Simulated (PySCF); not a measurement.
Mapped SMILES: `[CH:1]#[C:2]/[CH:3]=[CH:4]\[C:5]#[C:6][B:7]([CH3:8])[CH3:9]`; H(Xn) means a hydrogen on atom n.

A single conformation, in vacuum, non-relativistic, equivalent nuclei averaged. Structure optimised with PBE0-D3(BJ)/def2-SVP; shielding tensors at HF/pcSseg-1 (GIAO); PySCF.

Q: Predict the 2D correlation tables (HSQC, COSY, HMBC).

A: 

HSQC (one-bond C–H):
```tsv
δH	δC
6.18 (H(C4))	131.3 (C4)
6.10 (H(C3))	137.7 (C3)
4.41 (H(C1))	104.9 (C1)
0.91 (H(C8)/H(C9))	13.6 (C8/C9)
```

COSY cross peaks (H two or three bonds apart, from the bond graph; peaks can be absent where the dihedral angle is near 90°):
```tsv
δH	δH
6.18 (H(C4))	6.10 (H(C3))
```

HMBC (two and three bonds, from the bond graph):
```tsv
δH	δC
6.18 (H(C4))	137.7 (C3), 119.0 (C5), 108.1 (C6), 70.0 (C2)
6.10 (H(C3))	131.3 (C4), 119.0 (C5), 104.9 (C1), 70.0 (C2)
4.41 (H(C1))	137.7 (C3), 70.0 (C2)
0.91 (H(C8)/H(C9))	108.1 (C6), 13.6 (C8/C9)
```

δ = σ(ref) − σ, references computed at the same level: TMS for ¹H, ¹³C.

A carbon bonded to boron is broadened by the quadrupolar boron nucleus and is often missing from a measured spectrum. Shifts are as computed. Against solution values, carbons near 30 ppm lie about -0 ppm off and those near 130 ppm about +7 ppm. Of 1211 compounds with measured shifts, 218 miss one by over three times the rms of a fit or turn the order of signals round; such compounds aren't used in these exercises.
